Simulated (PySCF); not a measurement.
Compound: C₅H₁₂NOP.
Z-matrix (Å and degrees, PBE0-D3(BJ)/def2-SVP geometry), rows numbered from 1:
```
C 
O   1  1.4071
C   2  1.3379  1  116.80
P   3  1.6860  2  127.05  1  -174.46
C   4  1.8736  3  101.09  2     0.50
N   5  1.4447  4  110.47  3   152.26
C   6  1.4394  5  112.81  4   160.24
C   6  1.4397  5  112.76  4   -71.13
H   1  1.1036  2  111.33  3    62.49
H   1  1.1038  2  111.25  3   -59.43
H   1  1.0973  2  107.19  3  -178.46
H   3  1.1019  2  115.15  1     6.52
H   5  1.1129  4  110.47  3    25.78
H   5  1.1029  4  106.79  3   -89.78
H   7  1.1149  6  113.42  5    64.30
H   7  1.1010  6  110.23  5   -56.60
H   7  1.1014  6  109.96  5  -175.24
H   8  1.1151  6  113.08  5   -65.87
H   8  1.1018  6  110.08  5    54.41
H   8  1.1010  6  110.23  5   173.21
```

Level of theory: PBE0-D3(BJ)/def2-SVP geometry optimisation, gas phase in PySCF.

Take the most abundant isotopes and a rigid rotor. The values belong to one conformer with, in the numbering `[CH3:1][O:2]/[CH:3]=[P:4]\[CH2:5][N:6]([CH3:7])[CH3:8]`, C1–O2–C3–P4 -174°, C3–P4–C5–N6 152°, P4–C5–N6–C7 160°.

Problem. What are A, B and C (GHz)?

Solution. Ia = 153.13, Ib = 652.83, Ic = 706.01 u·Å²; 505379 MHz·u·Å²/I gives 3300, 774.1 and 715.8 MHz, that is A = 3.3003, B = 0.7741, C = 0.7158 GHz.

Problem. Classify the top.

Solution. A near-prolate asymmetric top; Ray's κ = -0.955.

Problem. What does the inertial defect say?

Solution. Not planar: Δ = Ic − Ia − Ib = -99.95 u·Å². For a rigid frame Δ = −2 Σ m c², so Σ m c² = 49.97 u·Å² lies off the ab plane: 17.09 from hydrogen and 32.88 from heavier atoms. The atom farthest from that plane is 1.91 Å away.

Problem. Give the coordinates in the principal-axis frame, origin at the centre of mass.

Solution. The sense of each axis is arbitrary; atoms in the order of the calculation.
```json
{"atom": "C1", "mass (u)": "12.000", "a (Å)": "-3.465", "b (Å)": "-1.020", "c (Å)": "-0.282"}
{"atom": "O2", "mass (u)": "15.995", "a (Å)": "-2.135", "b (Å)": "-0.697", "c (Å)": "0.044"}
{"atom": "C3", "mass (u)": "12.000", "a (Å)": "-1.807", "b (Å)": "0.600", "c (Å)": "0.025"}
{"atom": "P4", "mass (u)": "30.974", "a (Å)": "-0.273", "b (Å)": "1.263", "c (Å)": "0.243"}
{"atom": "C5", "mass (u)": "12.000", "a (Å)": "0.757", "b (Å)": "-0.283", "c (Å)": "0.485"}
{"atom": "N6", "mass (u)": "14.003", "a (Å)": "2.118", "b (Å)": "-0.057", "c (Å)": "0.057"}
{"atom": "C7", "mass (u)": "12.000", "a (Å)": "3.044", "b (Å)": "-1.006", "c (Å)": "0.616"}
{"atom": "C8", "mass (u)": "12.000", "a (Å)": "2.240", "b (Å)": "0.052", "c (Å)": "-1.374"}
{"atom": "H9", "mass (u)": "1.008", "a (Å)": "-3.709", "b (Å)": "-0.723", "c (Å)": "-1.316"}
{"atom": "H10", "mass (u)": "1.008", "a (Å)": "-4.176", "b (Å)": "-0.535", "c (Å)": "0.410"}
{"atom": "H11", "mass (u)": "1.008", "a (Å)": "-3.566", "b (Å)": "-2.109", "c (Å)": "-0.190"}
{"atom": "H12", "mass (u)": "1.008", "a (Å)": "-2.649", "b (Å)": "1.293", "c (Å)": "-0.136"}
{"atom": "H13", "mass (u)": "1.008", "a (Å)": "0.274", "b (Å)": "-1.154", "c (Å)": "-0.011"}
{"atom": "H14", "mass (u)": "1.008", "a (Å)": "0.759", "b (Å)": "-0.498", "c (Å)": "1.567"}
{"atom": "H15", "mass (u)": "1.008", "a (Å)": "2.862", "b (Å)": "-2.053", "c (Å)": "0.281"}
{"atom": "H16", "mass (u)": "1.008", "a (Å)": "2.988", "b (Å)": "-0.991", "c (Å)": "1.715"}
{"atom": "H17", "mass (u)": "1.008", "a (Å)": "4.074", "b (Å)": "-0.740", "c (Å)": "0.328"}
{"atom": "H18", "mass (u)": "1.008", "a (Å)": "2.000", "b (Å)": "-0.898", "c (Å)": "-1.906"}
{"atom": "H19", "mass (u)": "1.008", "a (Å)": "1.557", "b (Å)": "0.828", "c (Å)": "-1.754"}
{"atom": "H20", "mass (u)": "1.008", "a (Å)": "3.266", "b (Å)": "0.344", "c (Å)": "-1.647"}
```

Problem. Where do the levels up to J = 5 lie, in cm⁻¹?

Solution. Above 0(0,0):
J = 1: 1(0,1) 0.0497, 1(1,1) 0.1340, 1(1,0) 0.1359
J = 2: 2(0,2) 0.1491, 2(1,2) 0.2314, 2(1,1) 0.2373, 2(2,1) 0.4901, 2(2,0) 0.4901
J = 3: 3(0,3) 0.2980, 3(1,3) 0.3776, 3(1,2) 0.3893, 3(2,2) 0.6392, 3(2,1) 0.6393, 3(3,1) 1.0654, 3(3,0) 1.0654
J = 4: 4(0,4) 0.4965, 4(1,4) 0.5724, 4(1,3) 0.5919, 4(2,3) 0.8379, 4(2,2) 0.8384, 4(3,2) 1.2642, 4(3,1) 1.2642, 4(4,1) 1.8608, 4(4,0) 1.8608
J = 5: 5(0,5) 0.7443, 5(1,5) 0.8159, 5(1,4) 0.8451, 5(2,4) 1.0863, 5(2,3) 1.0875, 5(3,3) 1.5128, 5(3,2) 1.5128, 5(4,2) 2.1094, 5(4,1) 2.1094, 5(5,1) 2.8765, 5(5,0) 2.8765
Those of J = 1 are B + C, A + C and A + B.

Problem. Which lines would a microwave search look for?

Solution. The dipole components are |μa| = 2.32 D, |μb| = 1.85 D, |μc| = 0.58 D. The squared components, which scale the intensities, stand as 1.00 : 0.64 : 0.06 (a : b : c). Some of the stronger lines:

```
type  branch         J(Ka,Kc)    MHz  lower level (cm⁻¹)
   a       Q  4(1,3) ← 4(1,4)    583               0.572
   b       Q  1(1,0) ← 1(0,1)   2585               0.050
   b       Q  3(1,2) ← 3(0,3)   2735               0.298
   a       R  2(0,2) ← 1(0,1)   2979               0.050
   a       R  3(1,3) ← 2(1,2)   4382               0.231
   a       R  3(2,2) ← 2(2,1)   4470               0.490
   a       R  4(1,4) ← 3(1,3)   5841               0.378
   a       R  4(3,1) ← 3(3,0)   5962               1.065
   a       R  4(2,2) ← 3(2,1)   5969               0.639
   b       R  3(1,3) ← 2(0,2)   6851               0.149
   b       Q  3(2,2) ← 3(1,3)   7842               0.378
   b       Q  4(2,3) ← 4(1,4)   7959               0.572
   b       R  4(1,4) ← 3(0,3)   8226               0.298
   b       R  2(2,1) ← 1(1,0)  10617               0.136
   b       R  3(2,2) ← 2(1,1)  12049               0.237
   b       Q  4(3,1) ← 4(2,2)  12765               0.838
   b       Q  4(3,2) ← 4(2,3)  12780               0.838
   b       R  4(2,3) ← 3(1,2)  13451               0.389
   b       R  3(3,1) ← 2(2,0)  17246               0.490
   b       R  3(3,0) ← 2(2,1)  17247               0.490
   b       Q  4(4,0) ← 4(3,1)  17886               1.264
   b       Q  4(4,1) ← 4(3,2)  17886               1.264
   b       R  4(3,2) ← 3(2,1)  18734               0.639
   b       R  4(3,1) ← 3(2,2)  18739               0.639
```

Problem. Estimate the classical rotational partition function at 25 K, 298.15 K and 500 K.

Solution. Point group C1, symmetry number σ = 1; q = (√π/σ)·√((kT/h)³/(ABC)), k/h = 20836.6 MHz/K: 15600 at 25 K, 642000 at 298.15 K, 1390000 at 500 K.

Whether it is a minimum is left open (no frequencies). No vibrational averaging or centrifugal distortion is included, and the geometry carries the error of its method. A rigid rotor knows nothing of internal rotation, which can split or shift real lines. Quadrupole hyperfine structure (14N) is left out.
